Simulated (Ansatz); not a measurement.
Br$_{5}$Ta, singlet, at a GFN2-xTB geometry (such geometries of metal compounds can be far from the true shape) (core potentials on Ta). Base run: SVWN5/def2-SV(P) in Ansatz (an electronic-structure program).

Here is a job for Ansatz.
Ansatz 0.2 input:
```yaml
crystal:
  periodic: [false, false, false]
  atoms:
    - {symbol: Ta, position_ang: [0.00000000, -0.00000000, -0.00000000]}
    - {symbol: Br, position_ang: [1.78704776, -0.53182548, 1.65658392]}
    - {symbol: Br, position_ang: [-1.78704776, 0.53182548, -1.65658392]}
    - {symbol: Br, position_ang: [0.39949479, 2.38404800, 0.33441180]}
    - {symbol: Br, position_ang: [1.23333407, -1.21431136, -1.72030440]}
    - {symbol: Br, position_ang: [-1.63282886, -1.16973665, 1.38589260]}
basis:
  gaussian:
    orbitals: def2-SV_P_.json
hamiltonian:
  xc: {name: SVWN5}
```
The basis file holds def2-SV(P) in the JSON format of the Basis Set Exchange.

Variants of this job, named by their change:

| change | basis functions | E (Eh) |
|---|---|---|
| base | 185 | -12908.70049 |
| basis = def2-SVP | 192 | -12908.71849 |
| basis = def2-SVPD | 240 | -12908.73374 |
| basis = def2-TZVP | 280 | -12910.31148 |
| basis = def2-TZVPP | 296 | -12910.31492 |
| basis = def2-TZVPD | ___ | ___ |

Problem. Fill in the missing entries.

Solution. 
- basis = def2-TZVPD, basis functions: 328
- basis = def2-TZVPD, E (Eh): -12910.31379

Totals compare only among sets that treat the same electrons; sets with core potentials leave the core out.
